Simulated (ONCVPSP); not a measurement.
# Before and after: ONCV potential for C (Z = 6)

| Quantity | Value |
| --- | --- |
| Element | C (Z = 6) |
| Generator | ONCVPSP 4.0.1 |
| Type | optimised norm-conserving Vanderbilt (ONCV) |
| Functional | Wu-Cohen |
| Relativity | scalar-relativistic |
| Frozen core | [He] |
| Valence charge | 4 |
| Reference configuration | 2s2 2p0.5 (charge +1.5) |
| Partial waves | 2s: rc 1.10 bohr, ncon 3, nbas 7, qcut 6.9 1/bohr, 2 projectors, debl 1.8 Ha; 2p: rc 2.10 bohr, ncon 4, nbas 7, qcut 7.9 1/bohr, 1 projector; d scattering state at 0.18 Ha: rc 1.85 bohr, ncon 4, nbas 7, qcut 6 1/bohr, 1 projector |
| Local potential | polynomial inside 0.85 bohr (lpopt 5, dvloc0 3 Ha) |
| Core correction | none |

Change: p: ncon 3, nbas 6.

Cutoffs: the cutoffs (Ha) at which the residual kinetic energy of the hardest occupied pseudo-wave falls to 1 and 0.1 mHa per electron; they do not see the model core or the augmentation charge, which bear on the density cutoff. Errors are all-electron minus pseudo energies relative to the spin-unpolarised reference configuration.

**Question.** Predict the effect on cutoff, ghosts and configuration errors.

**Answer.** The potential gets neither clearly harder nor softer (19 Ha and 28 Ha → 19 Ha and 28 Ha); of the 4 tests that both files solve, the error grows in 3 and shrinks in 0 by more than 15 % and 0.3 meV (median size 56.2 → 66.7 meV); neither file shows a bound ghost.

```tsv
quantity	base	changed
cutoff, loose	19 Ha	19 Ha
cutoff, tight	28 Ha	28 Ha
loose cutoff by channel	s 19 Ha, p 17 Ha	s 19 Ha, p 16 Ha
bound ghosts	none	none
GHOST(+) flags under 300 eV	none	none
error for 2s2 2p2, meV [ΔE -21.01 eV]	+78	+94
error for 2s2 2p1, meV [ΔE -10.20 eV]	+19	+22
error for 2s2 2p0, meV [ΔE 13.87 eV]	+35	+40
error for 2s1 2p3, meV [ΔE -12.58 eV]	+136	+163
s: phases at 1.12 bohr within 0.05 rad from the reference energy up to (Ha; the scan ends near 5)	to the end of the scan	to the end of the scan
p: phases at 2.13 bohr within 0.05 rad from the reference energy up to (Ha; the scan ends near 5)	0.2	0.2
d: phases at 1.88 bohr within 0.05 rad from the reference energy up to (Ha; the scan ends near 5)	3.9	3.9
```
